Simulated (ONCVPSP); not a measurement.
What one change does to a pseudopotential (chlorine (Cl), ONCV)

ONCVPSP 4.0.1 input, shortened (lines: element, Z, core and valence counts, functional; n l f; lmax; l rc ep ncon nbas qcut; lloc lpopt rc5 dvloc0; l nproj debl; icmod fcfact rcfact), PW91, scalar-relativistic:

```
  Cl 17.00    3    2  -109134      upf
    1    0    2.00
    2    0    2.00
    2    1    6.00
    3    0    2.00
    3    1    4.50
    1
    0    1.15    0.00    5    9    6.20
    1    1.35    0.00    4    7    7.00
    4    2    1.15    0.00
    0    2    3.50
    1    2    0.80
    0    0.00    0.00
```

All-electron outer shells of the reference configuration (PW91, scalar-relativistic, ld1.x):

```tsv
shell	level (eV)	outermost node (bohr)	outermost maximum (bohr)
2s	-258.91	0.12	0.36
2p	-197.98	–	0.30
3s	-26.24	0.55	1.27
3p	-13.87	0.53	1.41
```

Change: core [He], valence charge 15; reference 2s2 2p6 3s2 3p5; waves now 2s+3s: rc 0.70 bohr, ncon 3, nbas 7, qcut 16.3 1/bohr, 2 projectors; 2p+3p: rc 0.85 bohr, ncon 3, nbas 7, qcut 13.1 1/bohr, 2 projectors; local potential polynomial inside 0.60 bohr (lpopt 3, dvloc0 0 Ha).

Cutoffs: the cutoffs (Ha) at which the residual kinetic energy of the hardest occupied pseudo-wave falls to 1 and 0.1 mHa per electron; they do not see the model core or the augmentation charge, which bear on the density cutoff. Errors are all-electron minus pseudo energies relative to the spin-unpolarised reference configuration.

Task: What does the change do?

Result: The potential gets harder (79 Ha and 163 Ha → 88 Ha and 298 Ha); the bound ghost in s disappears. The added semicore shells are compact, so their waves need more plane waves. Several settings change at once here, so the effects cannot be laid on one of them.

```csv
quantity,base,changed
"cutoff, loose",79 Ha,88 Ha
"cutoff, tight",163 Ha,298 Ha
loose cutoff by channel,"s 79 Ha, p 14 Ha","s 80 Ha, p 88 Ha"
bound ghosts,s,none
GHOST(+) flags under 300 eV,none,none
"largest error over its own tests, meV",+6.1,+2103
```

 A true bound ghost makes a file unfit for plane-wave use even where its test errors are small: the radial tests pick states by their node count and pass the ghost by.
